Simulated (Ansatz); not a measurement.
Consider the ligand exchange at the Hf–N bond: `CC[N](C)[Hf]([OH])([OH])[OH]` + `CC(C)N` → `CC(C)[NH][Hf]([OH])([OH])[OH]` + `CCNC`.

Computed with Ansatz on PBE0-D4/def2-TZVP structures; ΔE is electronic, products minus reactants. CCSD(T)/CBS is the MP2 limit (def2-TZVPP, def2-QZVPP) plus CCSD(T) − MP2 in def2-TZVPP, frozen cores. Functionals use def2-TZVPP. HSE06 is defined as in plane-wave codes. def2 core potentials past Kr. For Hf outer-core shells are correlated without core-valence functions, which leaves a few kJ/mol of doubt a bond. Each species was taken in one conformer, which may not be the lowest.

| level | ΔE (kJ/mol) |
| --- | --- |
| r2SCANh-D4 | -4.1 |
| ωB97X-V | -5.0 |
| ωB97M-V | -5.2 |
| revPBE | -3.3 |
| r2SCAN0 | -5.1 |
| HSE06 | -4.6 |
| CCSD/def2-SVP | -5.0 |
| SCS-MP2/def2-TZVPP | -2.0 |

Problem. What does CCSD(T)/CBS give? (An estimate is asked.)

Solution. Computed: -3.0 kJ/mol. The listed levels differ from it by -1.1, -2.0, -2.2, -0.3, -2.1, -1.6, -2.0, 1.0 kJ/mol.

Largest T1 diagnostic among the species: 0.014.

In def2-TZVPP, CCSD(T) changes the Hartree–Fock value by +7.1 kJ/mol (the triples alone add +1.2 kJ/mol) and MP2 by +8.8 kJ/mol. Leaving LDA and LC-ωPBE aside and taking each functional with its dispersion term where it has one, the values, not all of them listed here, spread over 4.3 kJ/mol, from ωB97M-V to revPBE-D4.

CCSD(T)/CBS has its own doubt, a few kJ/mol and more with outer-core shells, so smaller differences from it don't rank the levels.
